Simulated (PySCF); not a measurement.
CH3AlF, SMILES [CH3][Al+][F], charge +1.

The structure is a stationary point at ωB97X-D3(BJ)/def2-TZVP. The spin state was assumed, not searched. The isomer is the one that the SMILES or the coordinates give; other isomers of the formula were not compared.

Calculation: TDDFT-CAM-B3LYP/def2-SVPD run with PySCF.

Vertical excitations; the highest root listed may be one member of a degenerate set. Gas-phase values at a fixed geometry. State labels are in the subgroup Cs.

Computed UV-visible absorptions:
| state | symmetry | energy (eV) | λ (nm) | f | main pairs |
|---|---|---|---|---|---|
| S1 | A' | 7.53 | 165 | 0.333 | HOMO→LUMO 93 % |
| S2 | A" | 8.13 | 152 | 0.075 | HOMO→LUMO+2 (degenerate set) |
| S3 | A' | 8.13 | 152 | 0.075 | HOMO→LUMO+1 (degenerate set) |
| S4 | A" | 8.25 | 150 | 0.000 | HOMO−1→LUMO (degenerate set) |
| S5 | A' | 8.25 | 150 | 0.000 | HOMO−2→LUMO (degenerate set) |
| S6 | A" | 8.74 | 142 | 0.081 | HOMO−3→LUMO (degenerate set) |
| S7 | A' | 8.74 | 142 | 0.081 | HOMO−4→LUMO (degenerate set) |
| S8 | A" | 9.56 | 130 | 0.000 | HOMO−1→LUMO+1 48 %, HOMO−2→LUMO+2 48 % |
| S9 | A" | 9.66 | 128 | 0.007 | HOMO−2→LUMO+2, HOMO−1→LUMO+1 (degenerate set) |
| S10 | A' | 9.66 | 128 | 0.007 | HOMO−2→LUMO+1, HOMO−1→LUMO+2 (degenerate set) |
| T1 | A' | 5.62 | 221 | 0 | HOMO→LUMO 97 % |
| T2 | A' | 7.16 | 173 | 0 | HOMO→LUMO+1 (degenerate set) |
| T3 | A" | 7.16 | 173 | 0 | HOMO→LUMO+2 (degenerate set) |
| T4 | A" | 7.90 | 157 | 0 | HOMO−1→LUMO 95 % |
Triplets are in the Tamm–Dancoff approximation, which puts them higher than full response would, so one can lie above its singlet here.
